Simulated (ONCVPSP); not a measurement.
Bi (Z = 83), ONCV: configuration errors across variants

```
Element                 : bismuth (Bi)
Generator               : ONCVPSP 4.0.1
Type                    : optimised norm-conserving Vanderbilt (ONCV)
Functional              : PBE
Relativity              : scalar-relativistic
Frozen core             : [Xe] 4f14
Valence charge          : 15
Reference configuration : 5d10 6s2 6p2 (charge +1)
Partial waves           : 6s: rc 2.05 bohr, ncon 3, nbas 7, qcut 3.4 1/bohr, 2 projectors, debl 1.4 Ha; 6p: rc 2.25 bohr, ncon 4, nbas 8, qcut 3.7 1/bohr, 3 projectors, debl 1.1 Ha; 5d: rc 1.45 bohr, ncon 3, nbas 8, qcut 10.9 1/bohr, 2 projectors, debl 2.5 Ha; f scattering state at 0.32 Ha: rc 2.40 bohr, ncon 3, nbas 6, qcut 4.2 1/bohr, 2 projectors, debl 3 Ha
Local potential         : polynomial inside 1.25 bohr (lpopt 2, dvloc0 0 Ha)
Core correction         : Teter function, fcfact 3.5, rcfact 1.6
```

All-electron excitation energies from the reference (eV): (1) 5d10 6s2 6p3 -7.913; (2) 5d10 6s2 6p1 15.247; (3) 5d10 6s2 6p0 38.590; (4) 5d9 6s2 6p4 16.294.

A true bound ghost makes a file unfit for plane-wave use even where its test errors are small: the radial tests pick states by their node count and pass the ghost by.

Errors AE − PS in meV (a dash: test not solved or not reliable):

```csv
change,(1),(2),(3),(4),bound ghosts,GHOST(+) flags above zero
base,+1.8,-13,-54,-224,"p, f, s",p
"all radii but the core radius scaled by about 0.79 (s 1.62, p 1.76, d 1.14, f 1.88 bohr); local potential polynomial inside 0.98 bohr (lpopt 2, dvloc0 0 Ha)",+2.1,-12,-53,-217,"s, p","p, f"
"all radii but the core radius scaled by about 0.95 (s 1.96, p 2.14, d 1.38, f 2.28 bohr); local potential polynomial inside 1.18 bohr (lpopt 2, dvloc0 0 Ha)",+1.6,-13,-57,-255,"s, p, f",p
"all radii but the core radius scaled by about 1.07 (s 2.20, p 2.42, d 1.56, f 2.58 bohr); local potential polynomial inside 1.34 bohr (lpopt 2, dvloc0 0 Ha)",+1.8,-13,-56,-221,none,"s, p"
"all radii but the core radius scaled by about 1.14 (s 2.34, p 2.58, d 1.66, f 2.74 bohr); local potential polynomial inside 1.44 bohr (lpopt 2, dvloc0 0 Ha)",+1.8,-13,-57,-214,none,"s, p"
"all radii but the core radius scaled by about 1.21 (s 2.48, p 2.72, d 1.76, f 2.90 bohr); local potential polynomial inside 1.52 bohr (lpopt 2, dvloc0 0 Ha)",+1.6,-14,-61,-190,none,"s, p"
"all radii but the core radius scaled by about 1.33 (s 2.72, p 3.00, d 1.92, f 3.18 bohr); local potential polynomial inside 1.66 bohr (lpopt 2, dvloc0 0 Ha)",+1.0,-16,-72,-137,none,"s, p"
```

Problem. Give the same row for: all radii but the core radius scaled by about 0.89 (s 1.82, p 2.00, d 1.28, f 2.12 bohr); local potential polynomial inside 1.10 bohr (lpopt 2, dvloc0 0 Ha).

Solution. +1.7, -13, -57, -244; bound ghosts: s, p; GHOST(+) flags above zero: p, f.
